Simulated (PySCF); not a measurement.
**Excitation energy of Ru⁺ by level of theory**

Ru⁺ [Kr] 4d7 (4F) → Ru⁺ [Kr] 4d6 5s1 (6D), as a difference of total energies. All numbers are calculated (PySCF 2.14, scalar relativity by spin-free X2C-1e, in ANO-RCC-VTZP). Correlated levels: valence and next inner shell: [Ar] 3d10 frozen. The calculations carry no spin-orbit coupling.

Task: Order these methods by the excitation energy they give, lowest first.
A. CCSD (valence and next inner shell)
B. UHF
C. CCSD(T) (valence and next inner shell)
D. SCS-MP2 (valence and next inner shell)

Result: B (0.392 eV), A (0.866 eV), C (0.895 eV), D (1.172 eV).

Errors of the correlated levels include the incompleteness of this basis and the frozen core.

The basis was made for the ground configuration and has no added diffuse functions, so the excitation energy can come out too high.

For comparison: 1.090 eV (measured; NIST levels, between the centres of gravity of the two terms).
